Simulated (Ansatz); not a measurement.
Steps of a relaxation of CH₄ClFGe (`F[CH2][GeH2][Cl]`) with RKS PBE-D4/def2-SVP.

```sh
$ ansatz run in.yaml --threads 4 --pin off --events-out ev --progress --plain --max-ram 10444MiB
```

```yaml
crystal:
  periodic: [false, false, false]
  atoms:
    - {symbol: F, position_ang: [-1.378300, 0.337200, 1.280800]}
    - {symbol: C, position_ang: [-0.475000, 0.843100, 0.384800]}
    - {symbol: Ge, position_ang: [0.508300, -0.654300, -0.335600]}
    - {symbol: Cl, position_ang: [-0.723400, -1.988400, -1.370300]}
    - {symbol: H, position_ang: [-0.965900, 1.375100, -0.466500]}
    - {symbol: H, position_ang: [0.215700, 1.554100, 0.912500]}
    - {symbol: H, position_ang: [1.646100, -0.130000, -1.300400]}
    - {symbol: H, position_ang: [1.264700, -1.394000, 0.839000]}
basis:
  gaussian: {orbitals: def2-SVP}
hamiltonian: {xc: pbe, dispersion: d4}
relax: {f_tol: 0.03, max_steps: 200}
```

Positions (Å) and forces (eV/Å) along the path, 7 of 7 steps:

```xyz
8
step=1 energy=-72828.7022 eV
F    -1.378    0.337    1.281   -0.693    0.013    0.423
C    -0.475    0.843    0.385    0.120    0.608   -0.147
Ge    0.508   -0.654   -0.336    2.538    0.447    0.626
Cl   -0.723   -1.988   -1.370   -0.969   -0.934   -0.717
H    -0.966    1.375   -0.467   -0.158    0.080    0.281
H     0.216    1.554    0.912   -0.094   -0.144   -0.258
H     1.646   -0.130   -1.300   -0.357   -0.117    0.072
H     1.265   -1.394    0.839   -0.387    0.047   -0.280
8
step=2 energy=-72828.8534 eV
F    -1.397    0.371    1.309   -0.069   -0.061    0.034
C    -0.486    0.839    0.384    0.053    0.419    0.058
Ge    0.608   -0.638   -0.318    0.284   -0.215    0.031
Cl   -0.715   -1.991   -1.377   -0.140   -0.140   -0.142
H    -1.009    1.383   -0.437    0.015   -0.131    0.038
H     0.205    1.566    0.876   -0.042    0.003   -0.007
H     1.663   -0.121   -1.350   -0.077   -0.050    0.178
H     1.223   -1.466    0.857   -0.024    0.175   -0.189
8
step=3 energy=-72828.8651 eV
F    -1.389    0.377    1.321   -0.024   -0.014    0.045
C    -0.480    0.848    0.393   -0.024    0.125   -0.057
Ge    0.601   -0.650   -0.320    0.010   -0.049   -0.003
Cl   -0.729   -2.003   -1.406    0.044    0.060    0.031
H    -1.014    1.364   -0.438    0.004   -0.045    0.025
H     0.201    1.592    0.873   -0.005   -0.047   -0.019
H     1.669   -0.130   -1.320    0.003   -0.007   -0.011
H     1.233   -1.455    0.842   -0.007   -0.023   -0.012
8
step=4 energy=-72828.8666 eV
F    -1.381    0.382    1.334    0.000   -0.002    0.017
C    -0.483    0.849    0.392    0.016    0.042   -0.019
Ge    0.605   -0.650   -0.316   -0.025   -0.002   -0.012
Cl   -0.726   -1.987   -1.414    0.014    0.015    0.010
H    -1.027    1.350   -0.440    0.001   -0.029    0.011
H     0.200    1.598    0.859   -0.015   -0.013   -0.008
H     1.675   -0.134   -1.313    0.014    0.006   -0.005
H     1.230   -1.465    0.842   -0.005   -0.017    0.006
8
step=5 energy=-72828.8677 eV
F    -1.362    0.389    1.357    0.024    0.014   -0.015
C    -0.484    0.851    0.392    0.017   -0.033    0.010
Ge    0.607   -0.651   -0.312   -0.021    0.021   -0.001
Cl   -0.722   -1.971   -1.430   -0.010   -0.010   -0.010
H    -1.048    1.326   -0.441   -0.002   -0.002    0.008
H     0.198    1.615    0.835   -0.017    0.005   -0.006
H     1.686   -0.135   -1.300    0.011    0.006    0.004
H     1.217   -1.482    0.842   -0.002   -0.002    0.010
8
step=6 energy=-72828.8684 eV
F    -1.342    0.394    1.376   -0.002   -0.011    0.016
C    -0.483    0.849    0.393   -0.001    0.011   -0.023
Ge    0.606   -0.650   -0.312   -0.004   -0.009    0.005
Cl   -0.720   -1.961   -1.445    0.002    0.002   -0.003
H    -1.064    1.307   -0.438    0.001    0.005    0.006
H     0.196    1.626    0.815    0.000    0.004   -0.005
H     1.697   -0.134   -1.288    0.002    0.001    0.002
H     1.202   -1.488    0.845    0.001   -0.003    0.003
8
step=7 energy=-72828.8687 eV
F    -1.316    0.401    1.402    0.004    0.000   -0.001
C    -0.483    0.850    0.392   -0.011    0.019   -0.010
Ge    0.605   -0.652   -0.310    0.008   -0.008   -0.008
Cl   -0.713   -1.949   -1.470    0.003    0.002    0.007
H    -1.089    1.286   -0.434    0.012   -0.004    0.019
H     0.196    1.642    0.786   -0.010   -0.012   -0.007
H     1.708   -0.136   -1.272    0.000    0.000    0.006
H     1.186   -1.499    0.849   -0.006    0.003   -0.006
```

It took 7.5 s on 4 threads of an Arm Neoverse V1 on a shared host, with 0.15 GiB of host memory at the peak.
